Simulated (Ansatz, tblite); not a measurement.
Removing and adding an electron: HfF4. The state is a singlet with charge 0. Geometry: PBE0-D4/def2-SVP. Ansatz, gas phase; energy differences of separate SCF runs; the oxidised species was run as a doublet alone; the reduced species was run as a doublet alone.

```xyz
5

Hf    0.000    0.000    0.000
F    -1.151    1.277   -0.816
F    -0.192   -1.679   -0.877
F    -0.462   -0.187    1.837
F     1.805    0.589   -0.144
```

In the def2 sets Hf takes a core potential; there is no spin–orbit coupling. The xTB rows come from tblite. HOMO above LUMO, or a gap near zero within one spin, warns that the state may not be the lowest or that an electron is smeared out.

```
              level  −HOMO (eV)  vertical IE (eV)  −LUMO (eV)  vertical EA (eV)  HOMO–LUMO gap (eV)  IE − EA (eV)                                     remarks
           GFN2-xTB       14.82             18.21        8.95              5.89                5.87         12.32                                           –
  PBE-D4/def2-TZVPD       10.16                 –        1.69             -0.16                8.47             –                HOMO above zero (-1 doublet)
r2SCAN-D4/def2-TZVP       10.61             13.85        1.34                 –                9.27             –  gap within one spin near zero (+1 doublet)
  PBE0-D4/def2-TZVP       12.17             14.48        0.93                 –               11.24             –                                           –
```

Problem. Estimate the rows for GFN1-xTB, PBE-D4/def2-TZVP, r2SCAN-D4/def2-TZVPD, PBE0-D4/def2-TZVPD.

Solution. 
```json
{"level": "GFN1-xTB", "−HOMO (eV)": "14.79", "vertical IE (eV)": "18.42", "−LUMO (eV)": "10.35", "vertical EA (eV)": "6.36", "HOMO–LUMO gap (eV)": "4.45", "IE − EA (eV)": "12.06", "remarks": "–"}
{"level": "PBE-D4/def2-TZVP", "−HOMO (eV)": "10.10", "vertical IE (eV)": "13.48", "−LUMO (eV)": "1.63", "vertical EA (eV)": "–", "HOMO–LUMO gap (eV)": "8.47", "IE − EA (eV)": "–", "remarks": "gap within one spin near zero (+1 doublet)"}
{"level": "r2SCAN-D4/def2-TZVPD", "−HOMO (eV)": "10.63", "vertical IE (eV)": "–", "−LUMO (eV)": "1.35", "vertical EA (eV)": "-0.36", "HOMO–LUMO gap (eV)": "9.29", "IE − EA (eV)": "–", "remarks": "HOMO above zero (-1 doublet)"}
{"level": "PBE0-D4/def2-TZVPD", "−HOMO (eV)": "12.20", "vertical IE (eV)": "–", "−LUMO (eV)": "0.99", "vertical EA (eV)": "-0.29", "HOMO–LUMO gap (eV)": "11.21", "IE − EA (eV)": "–", "remarks": "HOMO above zero (-1 doublet)"}
```

   A HOMO above zero means that the electron is unbound at that level or that self-interaction error raises the level; the energy of removing that electron tells which. Raw xTB energy differences between charge states are shifted by several eV; the methods need an empirical correction for them. A negative affinity means that the extra electron isn't bound; its size then hangs on the basis.
